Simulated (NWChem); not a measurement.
# Atomisation of H₃NSSn

```xyz
6

Sn     0.0662    -0.5938     0.0000
N     -1.9188    -0.0731     0.0000
H     -2.6751    -0.7631     0.0000
H     -2.2899     0.8820     0.0000
S      0.8100     1.7902     0.0000
H      2.1268     1.4400     0.0000
```
Charge 0, spin multiplicity 1.

All runs are NWChem calculations. All single points use one geometry, from PBE/def2-SVP with def2 effective core potentials on Sn, a minimum by its harmonic frequencies. It is one conformer; others weren't searched.

Basis set: def2-TZVP. The atomisation energy is electronic alone: no zero-point, thermal, spin-orbit or counterpoise terms. No value is extrapolated to the basis-set limit. Free atoms are single determinants with multiplicities Sn 3, N 4, H 2, S 3. Correlated methods freeze the same cores in atoms and molecule, 10 orbitals in all.

```
method                        atomisation energy (kcal/mol)  relative cost
----------------------------  -----------------------------  -------------
HF                                                    264.2              1
BHandHLYP                                             400.0        under 3
PBE0                                                  416.5        under 3
PBE                                                   431.3        under 3
B3LYP                                                 419.6        under 3
r2SCAN                                                420.5        under 3
MP2                                                   402.7        under 3
LC-wPBE (omega 0.3 per bohr)                          416.9             20
```

The values span 167.1 kcal/mol, from HF (lowest) to PBE (highest). The cost column gives rough processor time relative to HF; each entry includes its own SCF. Costs are the molecule's.

Effective core potentials replace the inner electrons of Sn; spin-orbit coupling is left out. B3LYP has NWChem's definition, with VWN1-RPA local correlation. GW and range-separated runs recompute their integrals, the others keep them in memory, which bears on the times. The structure started from a generated list of species. The stability of the SCF solutions was not checked. Open-shell Hartree-Fock references start from PBE0 orbitals; any time given for them includes that run.
